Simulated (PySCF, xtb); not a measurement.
Zn(F)2 anion (F2Zn), SMILES [F][Zn][F] (connectivity only; charge and spin as stated), charge -1, multiplicity 2.

Harmonic wavenumbers (cm⁻¹) from GFN2-xTB (xtb) at its own minimum, in rising order: 122, 246, 282.

What does PBE-D3(BJ)/def2-SVPD run with PySCF give at its own minimum? (Estimate from the structure and the level; the computed values follow.)

141, 444, 470. Paired by order, the mean absolute difference is 135 cm⁻¹ and the zero-point energies are 0.9 and 1.5 kcal/mol.
